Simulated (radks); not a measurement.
The numbers below are computed, except where a source is named.
Spherical quantum dot in the effective-mass picture: electrons in a parabolic well V = omega^2 r^2 / 2 with omega = 2.86, all in effective atomic units (hartree* = m*/eps^2 hartree, bohr* = eps/m* bohr), one dielectric constant everywhere. Level of theory: non-relativistic Kohn-Sham, LDA (Slater exchange, Perdew-Wang correlation), spin-polarised, spherical densities (a radial shooting solver with Libxc functionals). Levels are named by radial order and angular momentum (1s, 1p, 1d, 2s, ...), and open shells are averaged over m. Results are scaled to m* = 0.239 and eps = 10, for which hartree* = 65.04 meV and bohr* = 2.214 nm.

N = 20, configuration 1s2 1p6 1d10 2s2. This is the lowest configuration that the search found. Occupied and some empty levels:

level  occupation  eigenvalue (meV)  <r> (nm)
1s              2            1348.0     1.947
1p              6            1456.3     2.472
1d             10            1575.4     2.857
2s              2            1594.6     2.545
1f              0            1703.5     3.169
2p              0            1731.2     2.885
1g              0            1839.3     3.438

Energy (meV): total 20862.2, kinetic 3805.0, external 8242.0, Hartree 9834.9, exchange-correlation -1019.7.

Electron density:

r (nm)  n(r) (e/nm^3)
0.249          0.1943
0.664          0.1713
1.08           0.1468
1.50           0.1356
1.91           0.1334
2.33           0.1242
2.74          0.09883
3.16          0.06373
3.57          0.03252
3.99          0.01306
4.40         0.004074
4.82        0.0009919
5.23        0.0001907
